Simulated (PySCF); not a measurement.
C₆H₈O₃Si, SMILES COC(=O)[SiH2]c1ccco1 (GFN2-xTB optimised geometry):

```
18

C      0.951    -3.589     1.077
O      0.215    -2.377     0.941
C     -0.717    -2.335    -0.018
O     -0.951    -3.265    -0.749
Si    -1.620    -0.643    -0.002
C     -0.314     0.697     0.000
C      1.058     0.697     0.000
C      1.467     2.047     0.000
C      0.318     2.779    -0.002
O     -0.755     1.981    -0.002
H      0.280    -4.407     1.348
H      1.684    -3.419     1.862
H      1.443    -3.838     0.135
H     -2.470    -0.569    -1.191
H     -2.418    -0.581     1.228
H      1.688    -0.169     0.006
H      2.470     2.421     0.001
H      0.146     3.838    -0.003
```

Method: PBE0/def2-SVP (PySCF).

What are the frontier orbital energies and the dipole moment?

HOMO-2 -8.25 eV, HOMO-1 -7.65 eV, HOMO -6.76 eV, LUMO -0.50 eV, LUMO+1 -0.07 eV; dipole moment 2.47 D.

On the same geometry PBE/def2-SVP in PySCF gives HOMO-2 -6.95 eV, HOMO-1 -6.02 eV, HOMO -5.68 eV, LUMO -1.45 eV, LUMO+1 -0.98 eV; dipole moment 2.37 D.

Meta-Löwdin charges at PBE0/def2-SVP: C1 -0.10, O2 -0.33, C3 0.30, O4 -0.42, Si5 0.58, C6 -0.08, C7 -0.15, C8 -0.17, C9 0.05, O10 -0.23, H11 0.11, H12 0.12, H13 0.11, H14 -0.09, H15 -0.09, H16 0.12, H17 0.12, H18 0.13.
